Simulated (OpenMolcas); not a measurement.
Ionisation energies of erbium

```json
{
 "Program": "OpenMolcas 26.06",
 "Basis": "ANO-R2 [9s6p4d3f1g]",
 "Scalar Hamiltonian": "X2C, finite nucleus",
 "Spin-orbit coupling": "RASSI with atomic mean-field integrals over the reference wave functions, term energies averaged over their components"
}
```

Active shells in each charge state: the valence f shell, with orbitals averaged over the low states. Where CASPT2's correlated closed shells are named, they are those of the first ion.

A. CASSCF
B. SS-CASPT2, IPEA 0.25 Eh, imaginary shift 0.1 Eh (closed shells correlated: 5s 5p)
C. SS-CASPT2, IPEA 0.25 Eh, imaginary shift 0.1 Eh (closed shells correlated: 4d 5s 5p)
D. SS-CASPT2, IPEA 0 Eh, imaginary shift 0.1 Eh (closed shells correlated: 5s 5p)

Energies in eV between the lowest computed levels, named as in B; reference values from the NIST Atomic Spectra Database with their kind.

```json
{"From": "Er2+ 4f¹² ³H₆", "To": "Er3+ 4f¹¹ ⁴I°_15/2", "A": "18.003", "B": "23.402", "C": "23.627", "D": "23.405", "Spin-orbit share in B": "-0.196", "Reference": "22.700 (semi-empirical)"}
{"From": "Er3+ 4f¹¹ ⁴I°_15/2", "To": "Er4+ 4f¹⁰ ⁵I₈", "A": "38.887", "B": "42.836", "C": "42.935", "D": "42.855", "Spin-orbit share in B": "-0.058", "Reference": "42.420 (semi-empirical)"}
```

The lowest level within the active space need not be the ion's true ground level.

° marks odd parity.
